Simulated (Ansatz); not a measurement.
Relaxation of ClF3H4OW (10 atoms, charge 0, multiplicity 1), to a largest force component of 0.03 eV/Å in at most 50 steps.

Level of theory: RKS B3LYP-D4/def2-SVP in Ansatz 0.2.0.

```xyz
10
Properties=species:S:1:pos:R:3:forces:R:3
W 0.225 0.347 -0.279 0.16 0.06 0.20
F -0.430 0.631 2.683 -0.17 -0.10 -0.16
F 1.498 -0.659 -1.227 -0.04 0.04 0.01
F -0.373 2.090 0.054 0.01 -0.03 0.00
O -1.516 -0.292 -0.083 -0.14 -0.13 0.13
H -1.886 -0.809 0.653 0.10 0.13 -0.15
H 0.413 -0.991 0.738 0.02 -0.01 0.00
H -0.249 0.393 -1.915 0.01 0.00 0.04
Cl 2.164 1.075 0.900 -0.19 -0.06 -0.01
H 0.428 0.971 2.787 0.26 0.09 -0.06
```

Where does it end, and by what steps?

It converged. After 9 steps the energy has fallen by 0.068 eV; F2 moved furthest, 0.34 Å. Joined: W1–F2 (3.05 → 2.61 Å).

| step | energy less start (eV) | largest force component (eV/Å) | accepted |
| --- | --- | --- | --- |
| 0 | 0.0000 | 0.261 | yes |
| 1 | -0.0405 | 0.276 | yes |
| 2 | -0.0257 | 1.044 | no |
| 3 | -0.0566 | 0.234 | yes |
| 4 | -0.0603 | 0.204 | yes |
| 5 | -0.0661 | 0.057 | yes |
| 6 | -0.0673 | 0.048 | yes |
| 7 | -0.0677 | 0.034 | yes |
| 8 | -0.0681 | 0.033 | yes |
| 9 | -0.0682 | 0.022 | yes |

```xyz
10
Properties=species:S:1:pos:R:3
W 0.206 0.334 -0.170
F -0.398 0.647 2.348
F 1.502 -0.576 -1.168
F -0.363 2.097 0.123
O -1.531 -0.349 -0.066
H -1.907 -0.796 0.708
H 0.415 -1.053 0.785
H -0.281 0.440 -1.792
Cl 2.152 1.042 1.055
H 0.480 0.970 2.488
```

Whether the end is a true minimum wasn't checked by a vibrational analysis.

The run took 24 s on 4 threads of AMD EPYC 7R43 64-Core Processor (Zen 3) (shared host), peak memory 0.33 GiB.
